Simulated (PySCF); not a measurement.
# Cost of excited-state runs on `O(CC)COC(C)C`, C₆H₁₄O₂

Geometry:
| atom | x (Å) | y (Å) | z (Å) |
| --- | --- | --- | --- |
| C1 | 3.358 | 0.441 | -0.350 |
| C2 | 1.932 | 0.541 | -0.884 |
| O3 | 1.223 | -0.687 | -0.790 |
| C4 | 0.627 | -0.922 | 0.451 |
| O5 | -0.395 | -0.027 | 0.756 |
| C6 | -1.545 | -0.112 | -0.091 |
| C7 | -2.201 | 1.264 | -0.105 |
| C8 | -2.517 | -1.176 | 0.417 |
| H9 | 3.360 | 0.241 | 0.719 |
| H10 | 3.886 | -0.362 | -0.856 |
| H11 | 3.879 | 1.378 | -0.528 |
| H12 | 1.951 | 0.778 | -1.951 |
| H13 | 1.378 | 1.325 | -0.354 |
| H14 | 1.345 | -0.827 | 1.277 |
| H15 | 0.266 | -1.959 | 0.397 |
| H16 | -1.209 | -0.372 | -1.106 |
| H17 | -3.093 | 1.245 | -0.724 |
| H18 | -1.512 | 2.008 | -0.498 |
| H19 | -2.474 | 1.546 | 0.908 |
| H20 | -2.036 | -2.151 | 0.461 |
| H21 | -2.860 | -0.913 | 1.415 |
| H22 | -3.373 | -1.242 | -0.249 |

PySCF with density fitting, on 1 thread of an Arm Neoverse V1, shared host. Command: `OMP_NUM_THREADS=1 python excited_run.py task.json out`

Task: How long does this run take, and how much memory?
- magnetisability and related constants, BHandHLYP/pcSseg-1; isotopologues

Result: 
| run | level | basis functions | wall time | peak memory (GiB) |
| --- | --- | --- | --- | --- |
| magnetisability and related constants | BHandHLYP/pcSseg-1 | 206 | 42 s | 0.91 |

Times from a shared host are rough.
